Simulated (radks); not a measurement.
The numbers below are computed, except where a source is named.
Valence configurations of the silver ion Ag+ (all share [Kr]). Code: a radial shooting solver on a logarithmic mesh with Libxc functionals. Model: scalar-relativistic Kohn-Sham, PBE, spin-polarised, spherical densities, point nucleus; open shells are filled with parallel spins first (spin-orbit coupling, left out, can overturn this in heavy ions). Energies are relative to 4d10; eigenvalues in eV for spin up.

[
 {"valence": "4d10", "E (eV)": "0.000", "moment (Bohr magnetons)": "0", "e(4d)": "-15.639", "e(5p)": "-", "e(5s)": "-"},
 {"valence": "4d9.5 5s0.5", "E (eV)": "2.296", "moment (Bohr magnetons)": "1", "e(4d)": "-17.631", "e(5p)": "-", "e(5s)": "-12.301"},
 {"valence": "4d9 5s1", "E (eV)": "4.861", "moment (Bohr magnetons)": "2", "e(4d)": "-19.662", "e(5p)": "-", "e(5s)": "-13.268"},
 {"valence": "4d9 5p1", "E (eV)": "10.490", "moment (Bohr magnetons)": "2", "e(4d)": "-21.082", "e(5p)": "-8.468", "e(5s)": "-"},
 {"valence": "4d8 5s2", "E (eV)": "12.283", "moment (Bohr magnetons)": "2", "e(4d)": "-23.766", "e(5p)": "-", "e(5s)": "-14.472"},
 {"valence": "4d8 5s1 5p1", "E (eV)": "17.164", "moment (Bohr magnetons)": "4", "e(4d)": "-25.181", "e(5p)": "-9.615", "e(5s)": "-15.922"},
 {"valence": "4d8 5p2", "E (eV)": "23.520", "moment (Bohr magnetons)": "4", "e(4d)": "-26.466", "e(5p)": "-10.286", "e(5s)": "-"},
 {"valence": "4d7 5s2 5p1", "E (eV)": "27.514", "moment (Bohr magnetons)": "4", "e(4d)": "-29.476", "e(5p)": "-10.328", "e(5s)": "-17.132"},
 {"valence": "4d6.5 5s2 5p1.5", "E (eV)": "36.149", "moment (Bohr magnetons)": "5", "e(4d)": "-32.301", "e(5p)": "-11.209", "e(5s)": "-18.352"},
 {"valence": "4d6.5 5p3.5", "E (eV)": "49.384", "moment (Bohr magnetons)": "6", "e(4d)": "-34.686", "e(5p)": "-12.554", "e(5s)": "-"}
]

NIST lists [Kr] 4d10 as the ground configuration; this level of theory agrees among the configurations tried. The energies are those of spherical high-spin densities, not of single terms.
